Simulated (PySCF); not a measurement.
All values: UKS B3LYP (pcH-1 on C Cl F H O) in PySCF, non-relativistic with spin–orbit coupling as a perturbation, on GFN2-xTB geometries; isolated species, one conformer each; SCF stability not tested. Couplings are averaged over nuclei equivalent by connectivity (but not across a short bond from an atom whose three angles sum to over 350°); widths count isotopes of over 50 % abundance and splittings of 0.05 mT or more. A GFN2-xTB geometry isn't a minimum of the functional, and hyperfine couplings can be far from their values at a DFT geometry.

(1) Order by largest Mulliken spin population on one atom, per unpaired electron, largest first.
A. `C=C1[C]=C(Cl)C(Cl)=C1` [radical]
B. `O=C1[CH]CC=C(Cl)C1` [radical]
C. `F[C@@]12[CH]C[C@@H]1C=C2` [radical]
D. `CC1=C(F)[CH]C=C1` [radical]

(2) Order by total first-order width of the isotropic spectrum (main isotopes), largest first.
A. `F[C@]12C=C[C]1CC2` [radical]
B. `C=C1[C]=C(Cl)C(Cl)=C1` [radical]
C. `O=C1[CH]CC=C(Cl)C1` [radical]
D. `CC1=C(F)[CH]C=C1` [radical]
E. `F[C@@]12[CH]C[C@@H]1C=C2` [radical]
F. `CC1=C(F)C[C]=C1` [radical]

## Answers

(1) A (1.06), C (0.98), B (0.79), D (0.58).

(2) E (13.6 mT), C (9.1 mT), D (7.2 mT), A (3.8 mT), F (3.2 mT), B (1.3 mT).

```csv
species,largest spin population on,population,g_iso,⟨S²⟩
C=C1[C]=C(Cl)C(Cl)=C1,carbon bonded to 2 C,1.06,2.0024,0.767
CC1=C(F)C[C]=C1,carbon bonded to 2 C,1.03,2.0021,0.765
CC1=C(F)[CH]C=C1,carbon bonded to 2 C and H,0.58,2.0030,0.768
O=C1[CH]CC=C(Cl)C1,carbon bonded to 2 C and H,0.79,2.0051,0.764
F[C@]12C=C[C]1CC2,carbon bonded to 3 C,0.81,2.0027,0.767
F[C@@]12[CH]C[C@@H]1C=C2,carbon bonded to 2 C and H,0.98,2.0025,0.755
```

Means can hide wide spreads in the frozen geometry: CC1=C(F)[CH]C=C1, 3 × 1H from 0 to 50 MHz (mean 29). The drawing needn't show where the spin sits: the atom drawn as the radical centre holds a spin population of -0.16 in CC1=C(F)[CH]C=C1.
